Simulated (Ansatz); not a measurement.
Cost and result for the atomization energy of `OC[SiH2][SbH2]` (11 atoms, 10 bonds).

```xyz
11

O    -0.283   -1.481   -1.110
C    -0.757   -1.048    0.152
Si    0.457    0.101    1.049
Sb    1.075    2.123   -0.427
H    -0.052   -0.704   -1.628
H    -1.739   -0.560    0.076
H    -0.900   -1.949    0.756
H     1.716   -0.617    1.385
H    -0.151    0.619    2.307
H    -0.579    2.405   -0.757
H     1.212    1.111   -1.804
```

Total charge 0; spin multiplicity 1. Correlated methods include outer-core shells of Sb, which these sets cover unevenly. Sb takes the def2 core potential. The geometry is a stationary point of PBE0-D4/def2-TZVP. It is one conformer, not always the lowest. Program: Ansatz. All runs use 4 threads of an Arm Neoverse V2 on a shared host. Times are those of one run each, without the atoms' runs, and a repeat can differ threefold. Electronic energies, without spin–orbit coupling; frozen cores. CCSD(T)/CBS adds CCSD(T) − MP2 in def2-TZVPP to the MP2 limit, and its time is that of the two runs behind it. T1 = 0.013. With those shells the extrapolation isn't a true limit. B3LYP takes the VWN-RPA correlation (the form of Gaussian; ORCA's B3LYP/G).

CCSD(T)/CBS is a level of theory with its own doubt, some kJ/mol a heavy atom from the limit and from the frozen cores, so smaller differences don't rank the functionals.

```csv
level,functions,wall time
PBE-D4/def2-TZVPP (with forces),252,2.5 s
PBE0-D4/def2-TZVPP,252,3 s
B3LYP-D4/def2-TZVPP (with forces),252,4.6 s
r2SCAN-D4/def2-TZVPP (with forces),252,5 s
B2PLYP/def2-TZVPP,252,6.5 s
ωB97X-V/def2-TZVPP,252,8 s
ωB97M-V/def2-TZVPP (with forces),252,12 s
MP2/def2-QZVPP,476,21 s
CCSD(T)/def2-TZVPP,252,3.3 min
CCSD(T)/CBS(def2),–,3.6 min
```

Task: What atomization energy does each give, and how far from CCSD(T)/CBS? (An estimate is asked.)

Result: Ansatz gave: 
```csv
level,atomization (kcal/mol),difference from CCSD(T)/CBS,per bond
PBE-D4/def2-TZVPP (with forces),820.3,6.2,0.6
PBE0-D4/def2-TZVPP,806.1,-8.0,-0.8
B3LYP-D4/def2-TZVPP (with forces),813.5,-0.6,-0.1
r2SCAN-D4/def2-TZVPP (with forces),810.0,-4.1,-0.4
B2PLYP/def2-TZVPP,798.8,-15.3,-1.5
ωB97X-V/def2-TZVPP,818.4,4.3,0.4
ωB97M-V/def2-TZVPP (with forces),811.5,-2.6,-0.3
MP2/def2-QZVPP,801.7,-12.4,-1.2
CCSD(T)/def2-TZVPP,789.3,-24.8,-2.5
CCSD(T)/CBS(def2),814.1,0.0,0.0
```

From PBE to PBE0 (25 % exact exchange), in def2-TZVPP and without D4, the atomization energy moves by −13.3 kcal/mol: exact exchange takes away binding that semilocal exchange gives to molecules. The D4 term adds +9.8 kcal/mol with B3LYP and +5.2 kcal/mol with PBE0; it sums over pairs of atoms, weighted by their polarisabilities, and B3LYP, whose exchange is more repulsive, gets the larger term. In def2-TZVPP, CCSD(T) changes the Hartree–Fock value by +223.8 kcal/mol (the triples alone add +11.9 kcal/mol) and MP2 by +221.5 kcal/mol; breaking electron pairs costs correlation energy, which Hartree–Fock lacks.
